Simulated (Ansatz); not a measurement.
The same path of BClFH + ClH (6 atoms, charge 0, multiplicity 1) was run twice with different band settings. Lost on the way: B1–H2, Cl5–H6. Made: B1–Cl5, H2–H6.

Method: RKS B3LYP-D4/cc-pVDZ in Ansatz 0.2.0.

Relaxed end points:

```xyz
6
Properties=species:S:1:pos:R:3
B 0.041 0.423 -0.186
H 0.287 0.913 0.878
F 1.006 0.146 -1.051
Cl -1.632 0.125 -0.670
Cl 0.323 -2.372 1.457
H -0.888 -2.135 1.863
```

```xyz
6
Properties=species:S:1:pos:R:3
B -0.011 -0.741 -0.578
H -0.039 0.442 2.198
F 0.926 0.189 -0.472
Cl -1.620 -0.278 -1.103
Cl 0.391 -2.408 -0.200
H -0.511 -0.103 2.444
```

Common settings: climbing image yes; spring 5.0 eV/Å²; optimiser quadratic models (default); start path through a guess of the saddle point; force threshold 0.05 eV/Å; iteration limit 60; end points relaxed.

| run | movable images |
| --- | --- |
| 1 | 5 |
| 2 | 1 |

**Question.** What does each run give, and how far can it be trusted?

**Answer.** Run 1: converged after 27 iterations, highest image 1.079 eV above the first end. A vibrational analysis at the climbing image gives one clearly imaginary mode, 943i cm⁻¹: a first-order saddle point.
Run 2: converged after 11 iterations, highest image 1.079 eV above the first end. Neighbouring images differ by up to 1.6 eV, so the band resolves the path poorly. Another band between the same ends (5 images) ends at a top of the same energy, where a vibrational analysis finds 1 clearly imaginary mode. So few images can step over the top or miss a turn of the path.
The orbitals stay closed-shell, which can raise the energy where a bond breaks towards radicals; this wasn't checked here.
